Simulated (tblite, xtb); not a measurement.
HNaO, singlet, at a GFN2-xTB geometry (such geometries of metal compounds can be far from the true shape). Base run: GFN1-xTB (xtb).

Geometry (Å):
```xyz
3

Na    -0.6071    -0.3457    -0.4992
O      0.6860     0.3447     0.5647
H      1.1903     1.0445     0.9731
```
Charge 0, spin multiplicity 1.
All else is at xtb's defaults.
Base energy -5.52150 Eh.

Programs used: tblite, xtb; a row that names a program was run with it.

Variants of this job, named by their change:

| change | ΔE vs base (kcal/mol) | HOMO-LUMO gap (eV) | dipole (D) | G_solv (kcal/mol) | SCF cycles |
|---|---|---|---|---|---|
| base | 0.000 | 4.67 | 5.32 | - | 9 |
| alpb = hexane | -11.32 | 5.02 | 5.50 | -11.67 | 9 |
| file = coord | 0.000 | 4.67 | 5.32 | - | 9 |
| etemp = 1000 | 0.000 | 4.67 | 5.32 | - | 9 |
| etemp = 10000 | -6.72 | 5.41 | 4.01 | - | 10 |
| acc = 30 | 0.000 | 4.67 | 5.32 | - | 8 |
| gbsa = toluene | -17.46 | 5.05 | 5.56 | -17.90 | 9 |
| program = tblite; method = gfn1; option = (--efield, 0,0,0.1) | 1.57 | - | - | - | - |
| acc = 0.1 | 0.000 | 4.67 | 5.32 | - | 9 |

ALPB and GBSA are two models with their own fitted parameters for each solvent, which aren't always the measured dielectric constant.
